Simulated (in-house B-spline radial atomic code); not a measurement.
A run on an ion of nuclear charge 60 with 60.6 electrons that did not converge. Method: scalar-relativistic (X2C) PBE0, spin-polarised, spherical fractional occupations, Fermi nucleus of rms radius 4.9123 fm; computed with an all-electron radial atomic-structure program (B-spline basis).

Command:
```bash
python run_scf.py task.json out
```
Settings (nuclear radius in fm, mass in u):
```
Z                60
configuration    [Xe] 4f4.6 6s2
hamiltonian      x2c
method           pbe0
spin_polarised   True
nucleus          fermi
rms_radius       4.9123
atomic_mass      141.90773
speed_of_light   137.035999084
```

First and last ten iterations of the last attempt (damped for 15 steps, keeping 80 % of the old Fock matrix, then DIIS):
```
 iter        energy (Eh)    residual
    1       -9609.695561    5.14e-01
    2       -9607.877130    6.61e-01
    3       -9615.516280    4.22e-01
    4       -9619.426660    2.56e-01
    5       -9621.314449    1.55e-01
    6       -9622.168964    9.45e-02
    7       -9622.530707    5.82e-02
    8       -9622.675328    3.46e-02
    9       -9622.732343    2.45e-02
   10       -9622.760775    1.77e-02
  111       -9614.772184    2.23e-01
  112       -9614.765636    2.23e-01
  113       -9622.537716    9.49e-02
  114       -9622.658323    5.50e-02
  115       -9622.543318    8.84e-02
  116       -9622.664787    3.40e-02
  117       -9622.680277    3.24e-02
  118       -9622.726137    2.25e-02
  119       -9615.829364    2.19e-01
  120       -9615.837940    2.18e-01
 not converged after 120 iterations
```

The smallest residual met was 1.8e-02; the threshold is about 6e-07. No energy from this run should be used. The likely cause: this method binds the added charge weakly or not at all at the basis-set limit, so charge moves back and forth between the atom and the box. Run time, properties included: 3.9 s on 1 thread of Arm Neoverse V2 (shared host).
